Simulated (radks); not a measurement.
Results of a calculation; reference values are marked as such.
All-electron atom: P2+ in [Ne] 3s2 3p1. Code: a radial shooting solver on a logarithmic mesh with Libxc functionals. Model: non-relativistic Kohn-Sham, LDA (Slater exchange, Perdew-Wang correlation), spin-polarised, spherical densities, point nucleus; open shells are filled with parallel spins first; hard spherical wall at 8 bohr.

Normalised radial functions P(r) = r R(r), r in bohr:

r	2s up	2p up	3d up
0.005513	0.1543	0.0031	0.0000
0.007065	0.1931	0.0051	0.0000
0.008982	0.2383	0.0081	0.0000
0.01151	0.2937	0.0130	0.0000
0.01475	0.3578	0.0208	0.0000
0.0189	0.4293	0.0332	0.0000
0.02422	0.5050	0.0524	0.0001
0.03104	0.5783	0.0819	0.0002
0.03977	0.6385	0.1262	0.0004
0.05056	0.6689	0.1888	0.0007
0.06479	0.6508	0.2805	0.0014
0.08303	0.5574	0.4060	0.0026
0.1064	0.3659	0.5688	0.0050
0.1363	0.0650	0.7659	0.0093
0.1747	-0.3307	0.9821	0.0169
0.2239	-0.7694	1.1869	0.0297
0.2846	-1.1506	1.3319	0.0497
0.3647	-1.3973	1.3797	0.0813
0.4674	-1.4177	1.2922	0.1280
0.599	-1.2083	1.0741	0.1931
0.7675	-0.8530	0.7737	0.2784
0.9836	-0.4850	0.4684	0.3811
1.26	-0.2133	0.2293	0.4910
1.602	-0.0714	0.0892	0.5825
2.053	-0.0157	0.0242	0.6274
2.631	-0.0021	0.0043	0.5907
3.372	-0.0001	0.0004	0.4675
4.321	0.0000	0.0000	0.2966
5.537	0.0000	0.0000	0.1405
7.095	0.0000	0.0000	0.0366

2s up: eigenvalue -195.79 eV, 1 radial node at r = 0.143 bohr, <r> = 0.523 bohr, 90 % of the charge inside 0.823 bohr. 2p up: eigenvalue -148.19 eV, 0 radial nodes, <r> = 0.486 bohr, 90 % of the charge inside 0.813 bohr. 3d up (empty): eigenvalue -12.491 eV, 0 radial nodes, <r> = 2.56 bohr, 90 % of the charge inside 4.02 bohr.
